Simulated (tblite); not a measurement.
CH₇B₃ClN.
Numbering: `[BH2:1][N:2]([BH2:3])[B:4]([CH3:5])[Cl:6]` (hydrogens: H7, H8 on B1; H9, H10 on B3; H11, H12, H13 on C5)

Computed with GFN2-xTB (tblite), gas phase: L-BFGS steps from a force-field or distance-geometry start until the largest atomic force falls under 0.01 eV/Å.

Step 64: E = -462.2337 eV
```
atom  x, y, z in Å  |  force x, y, z in eV/Å
B1     -1.0347    1.2424   -0.5416   -0.004  -0.031  -0.007
N2     -0.7248   -0.0382   -0.0004   -0.031  -0.005  -0.001
B3     -1.6367   -1.1276   -0.1170   -0.105  -0.007  -0.005
B4      0.5362   -0.2474    0.7043    0.004   0.077  -0.021
C5      1.9182    0.0814    0.0096    0.020   0.008   0.019
Cl6     0.4960   -0.8246    2.3185   -0.023  -0.022  -0.077
H7     -0.3051    2.1370   -0.3629    0.074   0.048   0.007
H8     -2.0244    1.3974   -1.1395   -0.033  -0.036   0.016
H9     -1.3505   -2.1659    0.3430   -0.015  -0.014  -0.010
H10    -2.6488   -0.9703   -0.6842    0.081  -0.025   0.035
H11     2.7694   -0.0801    0.6662    0.020   0.060  -0.031
H12     1.9263    1.1176   -0.3285    0.067  -0.044   0.037
H13     2.0743   -0.5210   -0.8856   -0.054  -0.007   0.038
```

Step 65: E = -462.2354 eV
```
atom  x, y, z in Å  |  force x, y, z in eV/Å
B1     -1.0341    1.2408   -0.5455   -0.044  -0.012  -0.005
N2     -0.7271   -0.0406   -0.0045    0.025   0.014   0.010
B3     -1.6400   -1.1302   -0.1162   -0.095   0.043  -0.008
B4      0.5348   -0.2446    0.7006    0.019   0.043   0.009
C5      1.9204    0.0830    0.0128    0.035   0.032   0.011
Cl6     0.4941   -0.8311    2.3124   -0.027  -0.015  -0.077
H7     -0.3079    2.1391   -0.3661    0.074   0.014   0.003
H8     -2.0270    1.3959   -1.1391   -0.022  -0.035   0.013
H9     -1.3496   -2.1677    0.3407   -0.022  -0.030  -0.011
H10    -2.6561   -0.9655   -0.6738    0.075  -0.046   0.029
H11     2.7732   -0.0751    0.6674    0.004   0.022   0.008
H12     1.9380    1.1174   -0.3268    0.029  -0.002   0.012
H13     2.0770   -0.5211   -0.8798   -0.049  -0.029   0.004
```

Step 66: E = -462.2368 eV
```
atom  x, y, z in Å  |  force x, y, z in eV/Å
B1     -1.0256    1.2350   -0.5535   -0.049  -0.005  -0.005
N2     -0.7276   -0.0466   -0.0054    0.034   0.026   0.001
B3     -1.6529   -1.1291   -0.1062   -0.017   0.082   0.004
B4      0.5359   -0.2514    0.6965    0.034   0.012   0.036
C5      1.9220    0.0936    0.0155    0.023   0.046   0.010
Cl6     0.4977   -0.8697    2.2977   -0.021  -0.003  -0.087
H7     -0.2963    2.1325   -0.3735    0.050  -0.017  -0.005
H8     -2.0155    1.3926   -1.1528   -0.010  -0.035   0.023
H9     -1.3692   -2.1655    0.3558   -0.026  -0.040  -0.007
H10    -2.6665   -0.9575   -0.6622    0.033  -0.042   0.012
H11     2.7786   -0.0504    0.6693   -0.029  -0.008   0.018
H12     1.9295    1.1283   -0.3232    0.018  -0.008  -0.011
H13     2.0855   -0.5114   -0.8759   -0.040  -0.010   0.010
```

Problem. Estimate the geometry and energy of step 67. (The exact step hangs on the optimiser's Hessian estimate; all steps are aligned on step 66, rigid shifts and turns removed.)

Solution. E = -462.2378 eV, largest force 0.067 eV/Å
```
atom  x, y, z in Å  |  force x, y, z in eV/Å
B1     -1.0236    1.2317   -0.5572   -0.015   0.022  -0.004
N2     -0.7275   -0.0493   -0.0066    0.037   0.041  -0.011
B3     -1.6596   -1.1271   -0.1006    0.042   0.047   0.024
B4      0.5377   -0.2528    0.6933    0.017  -0.001   0.028
C5      1.9247    0.0997    0.0181   -0.005   0.036   0.002
Cl6     0.4975   -0.8886    2.2847   -0.013  -0.018  -0.031
H7     -0.2905    2.1279   -0.3780    0.026  -0.034  -0.012
H8     -2.0114    1.3914   -1.1587   -0.018  -0.036   0.024
H9     -1.3782   -2.1647    0.3625   -0.032  -0.021  -0.012
H10    -2.6722   -0.9551   -0.6546   -0.002  -0.027  -0.003
H11     2.7826   -0.0379    0.6712   -0.035  -0.031   0.031
H12     1.9288    1.1332   -0.3206    0.014   0.023  -0.039
H13     2.0872   -0.5079   -0.8716   -0.017  -0.001   0.002
```

The energy changes by -0.0010 eV. The first-order estimate −F·Δx gives -0.0015 eV and the mean of the old and new forces, exact on a quadratic surface, -0.0010 eV. The step makes an angle of 77° with the force vector and moves no atom by more than 0.023 Å.

What follows is the cost of the whole relaxation. The run took 0.85 s wall on Arm Neoverse N1, one thread, shared host.
